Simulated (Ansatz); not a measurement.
System: CH₃Cl₂Ga, net charge 0, singlet state. 
Coordinates optimised at B3LYP-D3(BJ)/def2-TZVP (Ansatz, a quantum-chemistry and plane-wave program):
```
Ga
C 1 1.9567
H 2 1.0883 1 109.96
H 2 1.0885 3 110.41 1 121.38
H 2 1.0907 3 108.99 4 119.50
Cl 1 2.1544 2 123.10 3 -27.16
Cl 1 2.1545 2 122.98 3 153.51
```
Charge 0, spin multiplicity 1.

Wanted: atomisation energy (electronic, to ground-state atoms), in kcal/mol. Correlated levels leave the core frozen unless marked. UHF or UKS for open shells. Spin-orbit coupling is left out. The frozen core is the preceding noble-gas configuration, with the filled d and f shells of earlier blocks. No relativistic terms. The coupled-cluster limit lacks core correlation, which all-electron functionals hold. CBS(X,Y): correlation extrapolated as X^-3; Hartree-Fock from the larger set.

| level | program | atomisation energy (kcal/mol) |
|---|---|---|
| LC-wPBE-D4/def2-TZVPD | Ansatz + dftd4 | 551.7 |
| B2GP-PLYP-D3(BJ)/def2-TZVPD | Ansatz + dftd3 | 544.7 |
| MP2/6-31G | Ansatz | 465.7 |
| SCS-MP2/def2-SVPD | Ansatz | 528.8 |

Predict the CCSD(T)/CBS(def2-TZVPPD,def2-QZVPPD) result (Ansatz).

552.3 kcal/mol, so SCS-MP2/def2-SVPD differs from it by -23.5 kcal/mol.
